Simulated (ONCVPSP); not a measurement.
# Cd ONCV: all-electron and pseudo phase curves

| Property | Result |
| --- | --- |
| Element | Cd (Z = 48) |
| Generator | ONCVPSP 4.0.1 |
| Type | optimised norm-conserving Vanderbilt (ONCV) |
| Functional | PBE |
| Relativity | scalar-relativistic |
| Frozen core | [Ar] 3d10 |
| Valence charge | 20 |
| Reference configuration | 4s2 4p6 4d10 5s1.5 5p0.5 |
| Partial waves | 4s+5s: rc 1.35 bohr, ncon 4, nbas 8, qcut 9.3 1/bohr, 2 projectors; 4p+5p: rc 1.85 bohr, ncon 3, nbas 6, qcut 9 1/bohr, 2 projectors; 4d: rc 1.55 bohr, ncon 3, nbas 8, qcut 8.3 1/bohr, 3 projectors, debl 2.8 Ha |
| Local potential | polynomial inside 0.95 bohr (lpopt 5, dvloc0 0 Ha) |
| Core correction | Teter function fitted to the true core (icmod 2), fcfact 0.25 |

The phase is arctan(r·R′/R) of the radial function R(r), unwrapped; energies in Ha, scanned from -5 to 5 Ha. A pole is an energy at which the radial function vanishes at the test radius. The pseudo phase is shifted by a multiple of π to meet the all-electron one at the reference energy, and phase errors are pseudo minus all-electron; the curves can meet again beyond the range given. Levels narrower than the energy grid can be missing from the lists of poles.

Task: For each channel, where are the poles, and over which energies does the pseudopotential scatter like the atom?

Result:

```json
{"channel": "s", "radius (bohr)": "1.37", "reference energy (Ha)": "-0.23", "poles, all-electron": "-3.09", "poles, pseudo": "-3.09", "unbroken range about the reference energy with phases within 0.05 rad": "the whole range", "phase error 1 Ha above the reference energy (rad)": "-0.000"}
{"channel": "p", "radius (bohr)": "1.88", "reference energy (Ha)": "-0.06", "poles, all-electron": "-2.36, 4.30", "poles, pseudo": "-2.36, 4.25", "unbroken range about the reference energy with phases within 0.05 rad": "the whole range", "phase error 1 Ha above the reference energy (rad)": "-0.001"}
{"channel": "d", "radius (bohr)": "1.58", "reference energy (Ha)": "-0.47", "poles, all-electron": "0.53", "poles, pseudo": "0.53", "unbroken range about the reference energy with phases within 0.05 rad": "the whole range", "phase error 1 Ha above the reference energy (rad)": "-0.000"}
```

Phases in the p channel:

```
E (Ha)  all-electron  pseudo
 -4.96         1.338   1.338
 -4.48         1.316   1.316
 -4.00         1.283   1.283
 -3.52         1.225   1.225
 -3.04         1.056   1.056
 -2.56        -1.174  -1.174
 -2.08        -1.723  -1.723
 -1.60        -1.842  -1.842
 -1.12        -1.941  -1.941
 -0.64        -2.076  -2.076
 -0.16        -2.316  -2.316
  0.32        -2.831  -2.831
  0.80        -3.631  -3.632
  1.28        -4.138  -4.138
  1.76        -4.370  -4.371
  2.24        -4.494  -4.495
  2.72        -4.572  -4.573
  3.20        -4.626  -4.627
  3.68        -4.668  -4.670
  4.16        -4.703  -4.706
  4.64        -4.735  -4.740
```
